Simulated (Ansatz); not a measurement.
`CC(C)(C)[CH2][In]([Cl])[Cl]` from Hartree–Fock to CCSD(T)

```xyz
19

C     0.6371   -1.1806   -1.4755
C     0.0989   -0.4189   -0.2614
C     0.8392   -0.8813    0.9898
C    -1.3929   -0.7018   -0.1126
C     0.3366    1.0708   -0.5010
In   -0.3397    2.3858    1.0522
Cl   -0.1459    4.7030    0.8990
Cl   -1.3416    1.8041    3.0753
H     0.1251   -0.8737   -2.3913
H     0.4899   -2.2569   -1.3521
H     1.7069   -1.0006   -1.6102
H     0.7266   -1.9592    1.1303
H     0.4493   -0.3951    1.8899
H     1.9088   -0.6647    0.9171
H    -1.9494   -0.3525   -0.9870
H    -1.8068   -0.2155    0.7768
H    -1.5757   -1.7742   -0.0082
H    -0.1674    1.4177   -1.4081
H     1.4010    1.2935   -0.6231
```

Charge 0, multiplicity 1. Correlated methods include outer-core shells of In, which these sets cover unevenly. In: def2 effective core potential. The geometry is a stationary point of PBE0-D4/def2-TZVP. It is one conformer, not always the lowest. Frozen core, restricted reference, Ansatz.

| basis | HF (Eh) | MP2 corr. | CCSD corr. | (T) | CCSD(T) total |
| --- | --- | --- | --- | --- | --- |
| def2-SVP | -1303.63911 | -1.07449 | -1.16554 | -0.03487 | -1304.83952 |
| def2-TZVPP | -1304.17182 | -1.54522 | -1.61782 | -0.06583 | -1305.85547 |
| def2-QZVPP | -1304.20755 | -1.82816 | – | – | – |
